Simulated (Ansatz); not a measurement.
`C[CH2][InH][Cl]` + H₂O → `C[CH2][InH][OH]` + HCl at 298.15 K and 1 bar (formal hydrolysis of the In–Cl bond).

Computed with Ansatz on PBE0-D4/def2-TZVP structures; ΔE is electronic, products minus reactants. CCSD(T)/CBS is the MP2 limit (def2-TZVPP, def2-QZVPP) plus CCSD(T) − MP2 in def2-TZVPP, frozen cores. This one scheme is used for every species. Elements past krypton have def2 core potentials. For In outer-core shells are correlated without core-valence functions, which leaves a few kJ/mol of doubt a bond. Each species was taken in one conformer, which may not be the lowest.

```csv
species,CCSD(T)/CBS energy (Eh),H − E (kJ/mol),S (J/(mol·K))
`C[CH2][InH][Cl]`,-729.34923,208.9,369.1
H₂O,-76.37941,66.4,188.7
`C[CH2][InH][OH]`,-345.30932,240.7,362.7
HCl,-460.38127,26.6,186.8
```

H − E and S are ideal-gas, rigid-rotor, harmonic terms from PBE0-D4/def2-TZVP, for one conformer and one mirror image of each species. 1 Eh = 2625.50 kJ/mol, R = 8.31446 J/(mol·K).

Problem. By hand: ΔE, ΔH, ΔS and ΔG.

Solution. ΔE = (-345.30932) + (-460.38127) − (-729.34923) − (-76.37941) = 0.03805 Eh = 99.9 kJ/mol. Δ(H − E) = 240.7 + 26.6 − 208.9 − 66.4 = -8.0, so ΔH = 91.9 kJ/mol. ΔS = 362.7 + 186.8 − 369.1 − 188.7 = -8.3 J/(mol·K). ΔG = 91.9 − 298.15 × (-8.3)/1000 = 94.4 kJ/mol.

Problem. By hand: the equilibrium constant, and the temperature at which ΔG would vanish if ΔH and ΔS stayed fixed.

Solution. log₁₀ K = −ΔG/(RT ln 10) = -16.5. ΔH and −TΔS have one sign here, so there is no such temperature.

The number of gas molecules stays the same, so ΔS is small and ΔH decides. A doubt of 5 kJ/mol in ΔE shifts log₁₀ K by 0.9 here. Other conformers and mirror images would add mixing entropy, several J/(mol·K) or more a flexible species. Modes under 60 cm⁻¹, often nearly free rotors, make the harmonic entropy too high. These are equilibria of isolated gas molecules and say nothing of rates. Largest T1 diagnostic: 0.014 (customary marks: 0.02 for closed shells, 0.045 for open ones).

ΔS is within the doubt of such terms, so its sign, and with it that verdict, could turn.
